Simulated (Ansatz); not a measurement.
An input meant for SnF₂ (charge 0, triplet).

```yaml
crystal:
  periodic: [false, false, false]
  atoms:
    - {symbol: Sn, position_ang: [0.005430, -0.007548, -0.863456]}
    - {symbol: F, position_ang: [1.430626, -0.018342, 0.440941]}
    - {symbol: F, position_ang: [-1.436066, 0.025890, 0.422515]}
basis:
  gaussian: {orbitals: def2-mTZVPP, fitting: {mean_field: cc-pVTZ-jkfit}}
magnetization: {spin_polarized: true, initial_magnetization: 2}
hamiltonian: {xc: {name: B97}}
output: {forces: true}
```

```sh
$ ansatz run in.yaml --threads 4 --pin off --events-out ev --progress --plain --max-ram 3916MiB
```

Question: Predict how Ansatz answers.

Answer: The program refused the input.
```
Functional definition: B97
Error: [file] the basis set cc-pVTZ-JKFIT has no functions for Sn
```
